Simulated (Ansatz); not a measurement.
A search over several starts for the lowest SCF solution of SnCl3, that is [SnCl3]- with one electron fewer at the given spin, in a small basis.

```yaml
crystal:
  periodic: [false, false, false]
  atoms:
    - {symbol: Sn, position_ang: [-0.004331, 0.005632, 0.921175]}
    - {symbol: Cl, position_ang: [2.226710, -0.032736, -0.296443]}
    - {symbol: Cl, position_ang: [-1.084400, 1.940722, -0.324029]}
    - {symbol: Cl, position_ang: [-1.137969, -1.913618, -0.300703]}
basis:
  gaussian: {orbitals: def2-SVP}
magnetization: {spin_polarized: true, initial_magnetization: 1}
hamiltonian: {xc: pbe0, dispersion: d4}
output: {orbitals: {seedname: orbitals}}
```

```sh
$ ansatz run in.yaml --threads 4 --pin off --events-out ev --progress --plain --max-ram 3916MiB
```

Shortened log:

```
Functional definition: PBE0
816 factors; integrals over basis functions are off by at most 2.3e-4 eV
mean field evaluation 1: about -43375.4999 eV, gradient 1.7e1 eV
mean field evaluation 2: about -43370.8513 eV, gradient 3.3e1 eV
mean field evaluation 4: about -43377.7937 eV, gradient 6.4e-1 eV
mean field evaluation 8: about -43377.8450 eV, gradient 1.7e-2 eV
mean field evaluation 16: about -43377.8450 eV, gradient 7.2e-5 eV
mean field -43377.84495664 eV, -1594.1063995972 hartree, gradient 2.4e-5 eV, S^2 0.758929; 4 other end points of the search recorded, 0 dependent functions left out
reference -43377.84498063 eV, -1594.1064004786 hartree; 37, 36 occupied and 43, 44 virtual orbitals, 816 factors
Total energy: -43377.98896657 eV, -1594.1116918646 hartree
```

Hardware: 4 threads of Arm Neoverse V2 on a shared host. Wall time 1.6 s.

In the def2 sets Sn takes a core potential; there is no spin–orbit coupling.
